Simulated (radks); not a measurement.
The numbers below are computed, except where a source is named.
Ionisation of Ge+, [Ar] 3d10 4s2 4p1, to Ge2+, [Ar] 3d10 4s2, under several functionals. Scalar-relativistic Kohn-Sham, spin-unpolarised, spherical densities, point nucleus; a radial shooting solver on a logarithmic mesh with Libxc functionals.

functional                               E(Ge+) (hartree)  Exc (hartree)  IE (eV)  -e(HOMO) (eV)  <r> HOMO (bohr)  IE error (eV)
BP86                                          -2099.15007      -79.87556   15.603         11.401            2.537         -0.331
HCTH/407                                      -2099.94930      -80.80034   15.516         11.344            2.570         -0.419
PBE                                           -2098.55962      -79.27665   15.439         11.242            2.555         -0.495
XLYP                                          -2099.27335      -79.99459   15.490         11.227            2.569         -0.445
SOGGA                                         -2096.78709      -77.47597   15.326         11.147            2.547         -0.609
exchange-only LDA                             -2092.80482      -73.42159   14.554         10.352            2.583         -1.380
PW91                                          -2099.03078      -79.75786   15.524         11.314            2.553         -0.410
B86b exchange with PBE correlation            -2098.95242      -79.67631   15.472         11.270            2.550         -0.463
LDA (Slater exchange, VWN5 correlation)       -2095.63211      -76.30114   15.711         11.469            2.534         -0.224

NIST Atomic Spectra Database: 15.935 eV (measured). Closest: LDA (Slater exchange, VWN5 correlation). The Delta-SCF values span 1.16 eV, the total energies 7.14 hartree. The highest occupied level is 4p. Spin polarisation and multiplet splitting are left out, so open shells lie too high by an amount that depends on their filling.

Beside tabulated values, note that spin-unpolarised runs miss the spin-polarisation part of the exchange energy of open shells.
